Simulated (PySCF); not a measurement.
# Telling isomers of C$_{7}$H$_{10}$SSi apart by NMR

Theoretical values (PySCF): NMR shieldings at PBE0/pcSseg-1/GIAO, PBE0-D3(BJ)/def2-SVP structure. In vacuum, averaged over atoms made equivalent by symmetry, fast rotation or ring inversion, non-relativistic Hamiltonian, one computed conformer.

Scale: $^{1}$H (σref 31.27), $^{13}$C (σref 184.41) vs TMS (reference shieldings calculated alike). Where no couplings were computed, multiplicities follow the n + 1 count of equivalent neighbours, and m marks all less simple cases (inequivalent or close neighbours, rings, F or P nearby). Shifts are as computed. Against solution values, carbons near 30 ppm lie about +2 ppm off and those near 130 ppm about +5 ppm; carbons on S a further +3 ppm. Of 1211 compounds with measured shifts, 218 miss one by over three times the rms of a fit or turn the order of signals round; such compounds aren't used in these exercises. OH and NH positions are gas-phase values without hydrogen bonding to other molecules.

(1) Tabulate the signals of `CS[SiH2]c1ccccc1`, `[SiH3]Cc1cccc(S)c1` and their relative energies.

(2) What is the quickest way to tell CS[SiH2]c1ccccc1 from [SiH3]Cc1cccc(S)c1?

Results:

(1) 
| SMILES | carbon types | δC | δH | E rel. (kcal/mol) |
| --- | --- | --- | --- | --- |
| CS[SiH2]c1ccccc1 | 1×C 5×CH 1×CH3 | 140.5, 135.8, 133.5, 133.0, 13.2 | 7.62 (m, 2H), 7.50 (m, 1H), 7.49 (m, 2H), 5.28 (s, 2H), 2.08 (s, 3H) | 0.0 |
| [SiH3]Cc1cccc(S)c1 | 2×C 4×CH 1×CH2 | 146.1, 142.9, 134.8, 129.3, 128.2, 128.0, 19.6 | 7.13 (m, 1H), 6.95 (s, 1H), 6.82 (d, 1H), 6.78 (d, 1H), 3.91 (t, 3H), 3.49 (br s, 1H), 2.09 (q, 2H) | 17.0 |

Energies are electronic energies at PBE0/pcSseg-1 on these geometries, without zero-point or thermal terms, each for the one conformer computed, which needn't be the lowest.

(2) Count the carbon signals: 5 against 7. The first has a methyl carbon bonded to S (CH3) at 13.2 ppm, the second an sp3 CH2 bonded to Si, on an aromatic ring at 19.6 ppm. Their most deshielded carbons lie at 140.5 and 146.1 ppm. In the proton spectra the most deshielded non-exchanging signals are 7.62 (m, 2H) and 7.13 (m, 1H).
